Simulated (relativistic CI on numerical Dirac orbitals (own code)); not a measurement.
**Re⁵⁺: 5d valence photoemission**

Computed with this model: Dirac-Coulomb-Breit CI, KLI orbitals optimised for each configuration, a model potential for QED, valence Slater integrals scaled by 0.7, multiplet model of photoemission in the sudden approximation; configurations [Xe] 4f14 5d2 → [Xe] 4f14 5d; 300 K; Lorentzian 0.3 eV and Gaussian 0.5 eV FWHM. Energies are those of the free ion, without screening or charge transfer. The energies are binding energies and can lie tens of eV above those of solids. S is read from ⟨S²⟩ = S(S + 1).

Field parameters in Wybourne normalisation: D4h B²₀ = −7Ds, B⁴₀ = 21(Dq − Dt), B⁴₄ = 21√(5/14) Dq. The field is a parameter set, without covalency.

free ion: ground-state S = 0.92, centroid 66.91 eV. Peaks (eV, height): 66.9 (100).

D4h, 10Dq = 28000, Ds = -1500, Dt = 870 cm⁻¹: ground-state S = 0.98, centroid 67.84 eV. Peaks (eV, height): 67.4 (100), 68.3 (99).

D4h, 10Dq = 28000, Ds = -600, Dt = 870 cm⁻¹: ground-state S = 0.98, centroid 67.80 eV. Peaks (eV, height): 67.6 (99), 68.0 (100).

D4h, 10Dq = 28000, Ds = 300, Dt = 870 cm⁻¹: ground-state S = 0.97, centroid 67.75 eV. Peaks (eV, height): 67.7 (100).

D4h, 10Dq = 28000, Ds = 1200, Dt = 870 cm⁻¹: ground-state S = 0.96, centroid 67.70 eV. Peaks (eV, height): 67.6 (100).

D4h, 10Dq = 28000, Ds = 2100, Dt = 870 cm⁻¹: ground-state S = 0.96, centroid 67.73 eV. Peaks (eV, height): 67.7 (100).

Strongest unbroadened transitions for D4h, 10Dq = 28000, Ds = -600, Dt = 870 cm⁻¹:

```
Energy (eV)  Relative strength
      67.42                6.7
      67.49               98.3
      68.00                6.9
      68.07              100.0
      68.76                0.2
      68.82                2.0
      71.00                0.1
      71.07                0.4
      71.22                0.0
      71.29                0.1
```
